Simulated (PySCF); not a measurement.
**C₈H₁₀O₃S: calculation and literature**

Structure with atom numbers: `[CH3:1][O:2][S:3](=[O:4])(=[O:5])[c:6]1[cH:7][cH:8][c:9]([CH3:10])[cH:11][cH:12]1`. Hydrogens are named by the atom that carries them.

Measured values that the calculation should reproduce: δ 13C C1 56.3; δ 1H H(C1) 3.70 ppm (measured; solution, not stated per compound (mostly CDCl3 or CCl4); Pretsch, Buehlmann, Badertscher, Structure Determination of Organic Compounds, 4th ed. (2009)).

- PBE0/pcSseg-1 with gauge-including orbitals
- geometry from PBE0-D3(BJ)/def2-SVP
- code: PySCF 2.14
- single conformer, isolated molecule, averaged over atoms made equivalent by symmetry, fast rotation or ring inversion, relativity neglected

How close does the calculation come?

## Answers


Reference values: measured (solution, not stated per compound (mostly CDCl3 or CCl4); Pretsch, Buehlmann, Badertscher, Structure Determination of Organic Compounds, 4th ed. (2009)).
```tsv
atoms	quantity	reference	computed	computed, scaled
C1	δ 13C	56.3	53.1	50.7
H(C1)	δ 1H	3.70	3.33	3.37
```

Computed shifts are σ(ref) − σ with the named reference compound (TMS for H and C) calculated as an isolated molecule at the same level. The measured values may be among those fitted. Shieldings were converted by linear fits to measured shifts (mostly CDCl3, TMS scale, for H and C): 13C: δ = 177.62 − 0.967σ (rms 1.9 ppm, 956 shifts, 2.2 ppm with the 22 outliers that the fit left out); 1H: δ = 29.91 − 0.950σ (rms 0.21 ppm, 526 shifts, 0.22 ppm with the 3 outliers that the fit left out). A few per cent of atoms miss by over 2 rms, more outside the fitted compound classes.
